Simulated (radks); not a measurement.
Task: Radial electron density D(r) = 4 pi r^2 rho(r) of an atom or ion with 13 electrons. All-electron calculation, non-relativistic Kohn-Sham, LB94 model potential, spin-polarised, spherical densities, point nucleus. Program: a radial shooting solver on a logarithmic mesh with Libxc functionals.

| r (bohr) | D(r) (e/bohr) | spin D(r) |
|---|---|---|
| 0.001585 | 4.216 | -0.0000258 |
| 0.001967 | 6.198 | 0.00000394 |
| 0.002442 | 9.010 | 0.000103 |
| 0.00303 | 12.92 | 0.000373 |
| 0.003791 | 18.43 | 0.00108 |
| 0.004705 | 25.39 | 0.00271 |
| 0.005839 | 34.07 | 0.00640 |
| 0.007247 | 44.23 | 0.0145 |
| 0.009067 | 55.55 | 0.0324 |
| 0.01125 | 65.80 | 0.0679 |
| 0.01397 | 73.46 | 0.137 |
| 0.01733 | 76.66 | 0.264 |
| 0.02169 | 74.48 | 0.492 |
| 0.02691 | 68.85 | 0.833 |
| 0.0334 | 64.30 | 1.29 |
| 0.04146 | 66.12 | 1.76 |
| 0.05186 | 76.33 | 2.03 |
| 0.06437 | 87.87 | 1.79 |
| 0.07989 | 89.22 | 0.957 |
| 0.09915 | 73.25 | 0.0942 |
| 0.1231 | 46.89 | 0.324 |
| 0.154 | 25.94 | 2.36 |
| 0.1911 | 19.38 | 4.75 |
| 0.2371 | 17.44 | 5.24 |
| 0.2943 | 11.51 | 3.42 |
| 0.3682 | 4.233 | 1.22 |
| 0.457 | 0.8239 | 0.234 |
| 0.5672 | 0.07289 | 0.0208 |
| 0.7039 | 0.002488 | 0.000722 |

What is the nuclear charge?

Result: Z = 61. The innermost maximum, from 1s, lies near 1/Z = 0.0164 bohr (found: 0.0178), and its height grows with Z. The density is that of the promethium ion Pm48+ in [Ne] 3s2 3p1; the configuration itself is not fixed sharply by these data, and Z only to a few units. D(r) has 2 maxima, at r = 0.0178, 0.0732 bohr, and minima at 0.0356 bohr, inside which lie 2.08 electrons.
